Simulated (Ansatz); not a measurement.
Basis sets compared for [Ni(OH)4]2- (NiO₄H₄²⁻). Charge -2, multiplicity 3. Geometry PBE-D4/def2-SVPD. Ansatz on 4 threads of Arm Neoverse V1 on a shared host; times are rough, and most runs start from earlier orbitals.

```xyz
9

Ni    0.2159   -0.0678   -0.0612
O    -1.1589   -0.9522   -1.1618
H    -1.2245   -1.7236   -0.5637
O     0.7033    1.3721   -1.4450
H     0.0122    1.1283   -2.0887
O     0.4561   -1.7348    1.1179
H     0.4107   -1.2600    1.9690
O     0.2520    1.2350    1.4170
H     0.3331    2.0030    0.8164
```

A multiply charged anion in the gas phase is held together partly by the finite basis. At PBE-D4/def2-SVPD, PBE-D4/def2-TZVPD, PBE0-D4/def2-SVPD, PBE0-D4/def2-TZVPD the highest occupied level of the charge -2 triplet lies above zero (up to 5.29 eV). It is a level of α spin, whose loss leaves a doublet; that state wasn't run at this geometry and level. The electron is either unbound and held by the finite basis, or the level is raised by self-interaction error. The order of the spin states hangs on the level: the broken-symmetry singlet lies 0.42 eV below the triplet at PBE-D4/def2-TZVPD, but 0.09 eV above it at PBE0-D4/def2-TZVPD.

```tsv
level	functions	energy (Eh)	HOMO (eV)	LUMO (eV)	wall time
PBE-D4/def2-SVPD	158	-1810.6932	5.29	6.02	3.9 s
PBE0-D4/def2-SVPD	158	-1810.6739	3.25	7.43	13 s
```

**Question.** Estimate the rows for PBE-D4/def2-TZVPD, PBE0-D4/def2-TZVPD (with forces).

**Answer.** 
| level | functions | energy (Eh) | HOMO (eV) | LUMO (eV) | wall time |
| --- | --- | --- | --- | --- | --- |
| PBE-D4/def2-TZVPD | 244 | -1811.2342 | 5.18 | 5.88 | 6.5 s |
| PBE0-D4/def2-TZVPD (with forces) | 244 | -1811.2083 | 3.27 | 6.92 | 25 s |
